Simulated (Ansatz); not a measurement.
Input (CCSDT(Q)/def2-QZVPP; Ansatz, a program for electronic structure): A basis named .json is the Basis Set Exchange file of that set.

Ansatz 0.2 input:
```yaml
crystal:
  periodic: [false, false, false]
  atoms:
    - {symbol: Li, position_ang: [-1.09905452, -0.98031635, -0.42148302]}
    - {symbol: O, position_ang: [0.35055651, 0.32100927, 0.03179574]}
    - {symbol: H, position_ang: [0.49271153, 0.37287484, 1.01008312]}
basis:
  gaussian:
    orbitals: def2-QZVPP.json
magnetization: {spin_polarized: true, initial_magnetization: 2}
correlation: {method: ccsdt_q, electrons: outside_noble_gas}
```

Output:

```
mean field evaluation 8: about -2254.9028 eV, gradient 2.5e-2 eV
mean field evaluation 16: about -2254.8187 eV, gradient 1.9e0 eV
mean field evaluation 32: about -2254.9027 eV, gradient 1.3e-5 eV
mean field evaluation 64: about -2254.5895 eV, gradient 1.1e0 eV
mean field evaluation 96: about -2254.8994 eV, gradient 8.8e-2 eV
mean field evaluation 128: about -2252.8891 eV, gradient 4.6e-1 eV
mean field evaluation 160: about -2254.5629 eV, gradient 2.3e-3 eV
mean field evaluation 192: about -2252.8690 eV, gradient 2.0e-1 eV
mean field evaluation 224: about -2253.3965 eV, gradient 5.0e-1 eV
mean field evaluation 256: about -2253.2130 eV, gradient 9.5e-1 eV
mean field evaluation 288: about -2250.8284 eV, gradient 3.7e0 eV
mean field evaluation 320: about -2251.4618 eV, gradient 1.4e0 eV
mean field evaluation 352: about -2251.7144 eV, gradient 7.3e-2 eV
mean field evaluation 384: about -2253.1190 eV, gradient 4.2e0 eV
mean field evaluation 416: about -2253.3297 eV, gradient 6.7e-3 eV
mean field evaluation 448: about -2252.8522 eV, gradient 1.6e0 eV
mean field evaluation 480: about -2252.2954 eV, gradient 2.6e0 eV
mean field evaluation 512: about -2251.5762 eV, gradient 1.6e0 eV
mean field evaluation 544: about -2254.0563 eV, gradient 1.3e1 eV
mean field evaluation 576: about -2253.3909 eV, gradient 1.2e-3 eV
mean field evaluation 608: about -2253.0284 eV, gradient 5.4e-1 eV
mean field evaluation 640: about -2252.8137 eV, gradient 1.0e0 eV
mean field evaluation 672: about -2251.1116 eV, gradient 7.8e-4 eV
mean field evaluation 704: about -2251.4757 eV, gradient 1.5e0 eV
mean field evaluation 736: about -2252.8697 eV, gradient 1.9e-2 eV
mean field evaluation 768: about -2253.1317 eV, gradient 1.4e0 eV
mean field evaluation 800: about -2252.5162 eV, gradient 6.0e-1 eV
mean field evaluation 832: about -2253.3832 eV, gradient 1.4e-1 eV
mean field evaluation 864: about -2254.5623 eV, gradient 1.5e-2 eV
mean field -2254.90274327 eV, -82.8661473874 hartree, gradient 3.3e-6 eV, S^2 2.006941; 18 other end points of the search recorded, 0 dependent functions left out
determinant -2254.90274327 eV, -82.8661473874 hartree, with singles and doubles -2261.29193527 eV, -83.1009458624 hartree
determinant -2254.56294948 eV, -82.8536601956 hartree, with singles and doubles -2260.95537833 eV, -83.0885776229 hartree
determinant -2253.39085077 eV, -82.8105863627 hartree, with singles and doubles -2259.79914232 eV, -83.0460867333 hartree
determinant -2253.32970229 eV, -82.8083391975 hartree, with singles and doubles -2259.70912427 eV, -83.0427786312 hartree
determinant -2253.03295409 eV, -82.7974339023 hartree, with singles and doubles -2259.44245531 eV, -83.0329787275 hartree
determinant -2252.87059444 eV, -82.7914672951 hartree, with singles and doubles -2259.25274954 eV, -83.0260071691 hartree
determinant -2252.51300905 eV, -82.7783262745 hartree, with singles and doubles -2259.01545478 eV, -83.0172867477 hartree
determinant -2251.71457683 eV, -82.7489844317 hartree, with singles and doubles -2258.04813980 eV, -82.9817385776 hartree
determinant -2254.90274327 eV, -82.8661473874 hartree, with singles and doubles -2261.21534967 eV, -83.0981313937 hartree
determinant -2254.56294948 eV, -82.8536601956 hartree, with singles and doubles -2260.87984793 eV, -83.0858019321 hartree
2 core orbitals not correlated
reference -2254.90274327 eV, -82.8661473874 hartree; 5, 3 occupied and 115, 117 virtual orbitals, 1477 factors
second order -5.96867044 eV of doubles, -0.00000000 eV of singles
coupled cluster: 4.37 GiB planned
cycle   1  -6.16521650 eV  change   -2.0e-1 eV  update   5.0e-2
cycle   2  -6.40860009 eV  change   -2.4e-1 eV  update   2.4e-2
cycle   3  -6.53928274 eV  change   -1.3e-1 eV  update   1.5e-2
cycle   4  -6.50307678 eV  change    3.6e-2 eV  update   7.9e-3
cycle   5  -6.49349774 eV  change    9.6e-3 eV  update   4.8e-3
cycle   6  -6.50267147 eV  change   -9.2e-3 eV  update   1.8e-3
cycle   7  -6.50392430 eV  change   -1.3e-3 eV  update   1.2e-3
cycle   8  -6.50185156 eV  change    2.1e-3 eV  update   8.6e-4
cycle   9  -6.50226053 eV  change   -4.1e-4 eV  update   6.8e-4
cycle  10  -6.50194576 eV  change    3.1e-4 eV  update   4.9e-4
cycle  11  -6.50267967 eV  change   -7.3e-4 eV  update   3.3e-4
cycle  12  -6.50287590 eV  change   -2.0e-4 eV  update   1.9e-4
cycle  13  -6.50295080 eV  change   -7.5e-5 eV  update   1.2e-4
cycle  14  -6.50300880 eV  change   -5.8e-5 eV  update   5.9e-5
cycle  15  -6.50301830 eV  change   -9.5e-6 eV  update   3.6e-5
cycle  16  -6.50302084 eV  change   -2.5e-6 eV  update   2.3e-5
cycle  17  -6.50301315 eV  change    7.7e-6 eV  update   1.6e-5
cycle  18  -6.50300152 eV  change    1.2e-5 eV  update   9.3e-6
cycle  19  -6.50300162 eV  change   -1.1e-7 eV  update   5.2e-6
cycle  20  -6.50300356 eV  change   -1.9e-6 eV  update   3.0e-6
cycle  21  -6.50300373 eV  change   -1.7e-7 eV  update   1.9e-6
cycle  22  -6.50300387 eV  change   -1.4e-7 eV  update   1.3e-6
cycle  23  -6.50300360 eV  change    2.7e-7 eV  update   1.1e-6
cycle  24  -6.50300331 eV  change    2.9e-7 eV  update   7.8e-7
perturbative correction -0.00638512 eV, -0.0002346487 hartree
Total energy: -2261.41213170 eV, -83.1053629999 hartree
```

This triplet is an excited state, 4.2 eV above the singlet at CCSD(T)/def2-QZVPP (Ansatz).
